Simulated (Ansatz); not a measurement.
`[OH+]1[AlH2-][OH+][AlH2-]1`. The species carries charge 0 and has multiplicity 1. The structure was optimised at the PBE0-D4/def2-TZVP level.

```xyz
10

O     0.967   -0.500    0.533
Al    0.437    1.275    0.405
O    -0.967    0.500   -0.533
Al   -0.437   -1.275   -0.405
H     1.877   -0.777    0.424
H     1.466    2.057   -0.514
H    -0.119    1.876    1.762
H    -1.877    0.777   -0.425
H    -1.466   -2.056    0.514
H     0.119   -1.877   -1.762
```

(1) What is the dipole moment at PBE/def2-TZVPP? (Best estimate.)

(2) Give the Mulliken charges with PBE, r2SCAN, B3LYP in def2-TZVPP. (Best estimate.)

## Answers

(1) The calculation gave: 0.00 D, zero by symmetry or nearly so.

(2) Computed: 
```csv
atom,PBE,r2SCAN,B3LYP
O1,-0.22,-0.30,-0.28
Al2,0.33,0.47,0.44
O3,-0.22,-0.30,-0.28
Al4,0.33,0.47,0.44
H5,0.18,0.19,0.18
H6,-0.14,-0.18,-0.17
H7,-0.14,-0.18,-0.17
H8,0.18,0.19,0.18
H9,-0.14,-0.18,-0.17
H10,-0.14,-0.18,-0.17
```

B3LYP here is the variant with VWN-RPA as its local correlation; programs differ in this.
